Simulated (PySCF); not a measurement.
C₂H₆Cl₂Sn, charge -1, doublet, geometry from GFN2-xTB of the parent state (such geometries of metal compounds can be far from the true shape) (a state made from the parent by changing its charge; the spin is typed, not shown lowest) (all electrons, no relativity) (a gas-phase anion, which may not be bound at this level); HF/STO-3G in PySCF.

Here is a job for PySCF.
```python
from pyscf import gto, scf

mol = gto.M(
    atom='''
C     1.80274258   -1.51892946    0.13022470
Sn   -0.01552912   -0.26777656   -0.05001192
C    -1.95844921   -1.15908069   -0.62853208
Cl    0.45401961    1.44019862   -1.56676734
Cl   -0.32257777    0.82263295    1.98839743
H     1.64728004   -2.25891613    0.90564891
H     2.63055354   -0.87076108    0.39427872
H     1.99607754   -2.00130122   -0.82002828
H    -2.68555220   -0.35840678   -0.70224067
H    -2.26178223   -1.86871977    0.13139445
H    -1.85039202   -1.65314243   -1.58632442
''',
    basis='sto-3g',
    charge=-1,
    spin=1,
    verbose=4,
)

mf = scf.ROHF(mol)
mf.kernel()
```

The log (banner, timings and long lists left out):

```
PySCF version 2.14.0

[INPUT] verbose = 4
[INPUT] num. atoms = 11
[INPUT] num. electrons = 103
[INPUT] charge = -1
[INPUT] spin (= nelec alpha-beta = 2S) = 1
[INPUT] symmetry False subgroup None
[INPUT] Mole.unit = angstrom
[INPUT] Symbol           X                Y                Z      unit          X                Y                Z       unit  Magmom
[INPUT]  1 C      1.802742580000  -1.518929460000   0.130224700000 AA    3.406689749292  -2.870360681934   0.246089017654 Bohr   0.0
[INPUT]  2 Sn    -0.015529120000  -0.267776560000  -0.050011920000 AA   -0.029345783756  -0.506024360978  -0.094508831764 Bohr   0.0
[INPUT]  3 C     -1.958449210000  -1.159080690000  -0.628532080000 AA   -3.700932635771  -2.190345060372  -1.187753491703 Bohr   0.0
[INPUT]  4 Cl     0.454019610000   1.440198620000  -1.566767340000 AA    0.857972718082   2.721580956777  -2.960761173513 Bohr   0.0
[INPUT]  5 Cl    -0.322577770000   0.822632950000   1.988397430000 AA   -0.609583639173   1.554550976543   3.757526569489 Bohr   0.0
[INPUT]  6 H      1.647280040000  -2.258916130000   0.905648910000 AA    3.112908126063  -4.268732824062   1.711428404911 Bohr   0.0
[INPUT]  7 H      2.630553540000  -0.870761080000   0.394278720000 AA    4.971025746605  -1.645499961130   0.745078797544 Bohr   0.0
[INPUT]  8 H      1.996077540000  -2.001301220000  -0.820028280000 AA    3.772039873996  -3.781911198558  -1.549628863598 Bohr   0.0
[INPUT]  9 H     -2.685552200000  -0.358406780000  -0.702240670000 AA   -5.074958151223  -0.677290655387  -1.327042539831 Bohr   0.0
[INPUT] 10 H     -2.261782230000  -1.868719770000   0.131394450000 AA   -4.274148968108  -3.531368568860   0.248299524788 Bohr   0.0
[INPUT] 11 H     -1.850392020000  -1.653142430000  -1.586324420000 AA   -3.496734140881  -3.123986437598  -2.997718698510 Bohr   0.0

nuclear repulsion = 743.59372328344
number of shells = 33
number of NR pGTOs = 183
number of NR cGTOs = 61
basis = sto-3g
ecp = {}

******** <class 'pyscf.scf.rohf.ROHF'> ********
method = ROHF
initial guess = minao
damping factor = 0
level_shift factor = 0
DIIS = <class 'pyscf.scf.diis.CDIIS'>
diis_start_cycle = 1
diis_space = 8
diis_damp = 0
SCF conv_tol = 1e-09
SCF conv_tol_grad = None
SCF max_cycles = 50
direct_scf = True
direct_scf_tol = 1e-13
num. doubly occ = 51  num. singly occ = 1
Set gradient conv threshold to 3.16228e-05
init E= -6933.34916216443
  HOMO = -0.2043479881082  LUMO = -0.152045054545356  gap/eV = 1.42324
cycle= 1 E= -6950.59543046393  delta_E= -17.2  |g|= 0.426  |ddm|= 3.18
  HOMO = 0.462316553577722  LUMO = 0.582349003003981  gap/eV = 3.26625
cycle= 2 E= -6950.69978918205  delta_E= -0.104  |g|= 0.102  |ddm|= 0.841
  HOMO = 0.394805218573663  LUMO = 0.524341314927378  gap/eV = 3.52486
cycle= 3 E= -6950.70462412767  delta_E= -0.00483  |g|= 0.025  |ddm|= 0.166
  HOMO = 0.392682791406754  LUMO = 0.52213172334723  gap/eV = 3.52248
cycle= 4 E= -6950.70501746003  delta_E= -0.000393  |g|= 0.00763  |ddm|= 0.0596
  HOMO = 0.392133326467164  LUMO = 0.52121808595865  gap/eV = 3.51258
cycle= 5 E= -6950.70504812891  delta_E= -3.07e-05  |g|= 0.000672  |ddm|= 0.0128
  HOMO = 0.391902169357269  LUMO = 0.521005627447217  gap/eV = 3.51308
cycle= 6 E= -6950.70504852801  delta_E= -3.99e-07  |g|= 0.000117  |ddm|= 0.00235
  HOMO = 0.391882505141832  LUMO = 0.521003577645705  gap/eV = 3.51356
cycle= 7 E= -6950.70504857881  delta_E= -5.08e-08  |g|= 7.6e-05  |ddm|= 0.00148
  HOMO = 0.391856379007811  LUMO = 0.520995222880494  gap/eV = 3.51405
cycle= 8 E= -6950.70504862976  delta_E= -5.09e-08  |g|= 5.66e-05  |ddm|= 0.00194
  HOMO = 0.391804873323109  LUMO = 0.520980198254272  gap/eV = 3.51504
cycle= 9 E= -6950.70504870367  delta_E= -7.39e-08  |g|= 3.06e-05  |ddm|= 0.00463
  HOMO = 0.391801230018983  LUMO = 0.520978392317532  gap/eV = 3.51509
cycle= 10 E= -6950.7050487212  delta_E= -1.75e-08  |g|= 2.66e-05  |ddm|= 0.00161
  HOMO = 0.391807982124525  LUMO = 0.520979543274133  gap/eV = 3.51494
cycle= 11 E= -6950.70504874981  delta_E= -2.86e-08  |g|= 1.34e-05  |ddm|= 0.00372
  HOMO = 0.391814701138579  LUMO = 0.520980756377847  gap/eV = 3.51479
cycle= 12 E= -6950.70504875679  delta_E= -6.98e-09  |g|= 2.78e-06  |ddm|= 0.00264
  HOMO = 0.391818005437206  LUMO = 0.520981235176833  gap/eV = 3.51471
cycle= 13 E= -6950.7050487569  delta_E= -1.16e-10  |g|= 7.65e-07  |ddm|= 0.000301
  HOMO = 0.391817815299017  LUMO = 0.520981239516813  gap/eV = 3.51472
Extra cycle  E= -6950.70504875691  delta_E= -9.09e-12  |g|= 3.51e-07  |ddm|= 6.22e-06
converged SCF energy = -6950.70504875691
```
